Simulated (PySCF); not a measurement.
Species: C7H12SSi.
Cartesian coordinates in Å at the GFN2-xTB level; atoms count from 1:
```xyz
21
C7H12SSi angstrom
C      4.807    1.257   -0.110
C      3.633    0.417   -0.097
C      2.643   -0.271   -0.088
Si     1.169   -1.357   -0.052
C     -0.243   -0.915   -1.220
C     -0.473   -0.452    0.225
S     -1.794   -1.256    1.134
C     -3.260   -0.559    0.288
C     -3.557    0.863    0.721
H      5.325    1.162   -1.064
H      5.483    0.960    0.692
H      4.521    2.298    0.036
H      1.324   -2.722    0.408
H     -0.902   -1.703   -1.560
H     -0.151   -0.126   -1.956
H     -0.479    0.619    0.390
H     -3.075   -0.622   -0.785
H     -4.080   -1.228    0.550
H     -3.718    0.904    1.796
H     -2.728    1.522    0.472
H     -4.451    1.229    0.218
```

NICS is the negative of the GIAO shielding at a point without a nucleus: at the ring centre (0) and 1 Å above and below it (1); zz is the component along the ring normal. Level: GIAO PBE0/pcSseg-1 (PySCF, non-relativistic, gas phase) on the GFN2-xTB geometry, one conformer.

Ring bond lengths (Å), with Mayer bond orders in brackets: Si4–C5 1.885 (0.95), C5–C6 1.534 (0.85), C6–Si4 1.896 (0.86).

Q: What do the NICS probes read (ppm)?

A: 
```
     ring                                              type  NICS(0)  NICS(1), two faces  NICS(1)zz, two faces  rms pucker (Å)  centre to ring atoms, mean (Å)
Si4–C5–C6  3-membered ring with Si; formal bonds all single    -26.2         -8.3 / -7.4         -16.5 / -14.4            0.00                            1.02
```

Q: What can be read from them?

A: 
- Si4–C5–C6: mean NICS(1)zz -15.4 ppm, shielded. Si4, C5, C6 have four or more neighbours, so the value isn't read as a sign of a π ring current. NICS(0) lies 18 ppm below the mean NICS(1).

Q: What is the mean of the two in-plane components of NICS at the first NICS(1) probe listed for ring Si4–C5–C6, 1 Å off the ring?

A: The isotropic value is a third of the trace: (3 × -8.3 − (-16.5))/2 = -4.2 ppm.

Q: How shielded are the nuclei of the rings and their hydrogens (means over atoms taken as equivalent)?

A: 
```tsv
atoms	environment	σ isotropic (ppm)
Si4	SiH silicon	486.2
C5	sp3 carbon bound to silicon	174.5
C6	sp3 carbon bound to sulfur	168.5
H13	Si–H hydrogen	28.34
H14	methylene hydrogen	31.22
H15	methylene hydrogen	30.36
H16	methine hydrogen	29.19
```
